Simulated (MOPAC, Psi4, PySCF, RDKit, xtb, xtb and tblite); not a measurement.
Two geometries of SMILES c1ccoc1CCC(C)=O, relaxed at GFN2-xTB with one dihedral held; other torsions can differ between them too.

Structure A

```
20

C      2.5023    -2.9762    -0.8871
C      2.5303    -1.4798    -0.7204
O      3.4692    -0.8050    -1.0565
C      1.2813    -0.8685    -0.1122
C      0.0240    -1.1630    -0.9495
C      0.1984    -0.7058    -2.3581
C      0.0154     0.5091    -2.9475
C      0.3929     0.3546    -4.3046
C      0.7790    -0.9403    -4.4382
O      0.6651    -1.5917    -3.2668
H      3.5151    -3.3564    -0.9910
H      2.0015    -3.4602    -0.0534
H      1.9573    -3.2043    -1.8022
H      1.4283     0.2107    -0.0429
H      1.1470    -1.2711     0.8939
H     -0.8244    -0.6410    -0.5042
H     -0.1848    -2.2336    -0.9464
H     -0.3443     1.4016    -2.4778
H      0.3781     1.1060    -5.0670
H      1.1390    -1.5015    -5.2772
```

Structure B

```
20

C      2.4614    -2.9436    -0.9740
C      2.4990    -1.4562    -0.7397
O      3.4114    -0.7619    -1.1068
C      1.2684    -0.8753    -0.0674
C      0.0754    -0.8672    -1.0439
C      0.4399    -0.2149    -2.3337
C      0.4250     1.0879    -2.7325
C      0.9403     1.1054    -4.0524
C      1.2315    -0.1859    -4.3551
O      0.9316    -0.9939    -3.3229
H      3.4647    -3.3177    -1.1593
H      2.0113    -3.4691    -0.1366
H      1.8605    -3.1267    -1.8640
H      1.4927     0.1509     0.2286
H      1.0100    -1.4578     0.8174
H     -0.7534    -0.3268    -0.5844
H     -0.2428    -1.8920    -1.2435
H      0.0895     1.9292    -2.1614
H      1.0745     1.9620    -4.6802
H      1.6382    -0.6453    -5.2337
```

Problem. Which is lower in energy at the level B3LYP-D3(BJ)/def2-SVP // GFN2-xTB run with Psi4 1.11, and by how much?

Solution. A is lower, by 2.36 kJ/mol (dihedral O3–C2–C4–C5: 120° in A, 105° in B).

E(B) − E(A) in kJ/mol at the other levels, on the same two geometries: GFN2-xTB (xtb and tblite) 1.24; MMFF94 // GFN2-xTB (RDKit) 4.29; B3LYP/def2-SVP // GFN2-xTB (Psi4) 2.63; PBE/def2-SVP // GFN2-xTB (Psi4) 2.61; PBE-D3(BJ)/def2-SVP // GFN2-xTB (Psi4) 2.46; UFF // GFN2-xTB (RDKit) 1.08; PM6, restricted, heats of formation // GFN2-xTB (MOPAC) 4.20; AM1, restricted, heats of formation // GFN2-xTB (MOPAC) 4.27; GFN1-xTB // GFN2-xTB (xtb) 2.08; restricted B3LYP/6-31G*, spherical d, density fitting // GFN2-xTB (PySCF) 2.46; restricted BP86/6-31G*, spherical d, density fitting // GFN2-xTB (PySCF) 2.67; restricted Hartree-Fock/6-31G*, spherical d, density fitting // GFN2-xTB (PySCF) 2.35; restricted MP2 (frozen core)/3-21G // GFN2-xTB (PySCF) 2.92.
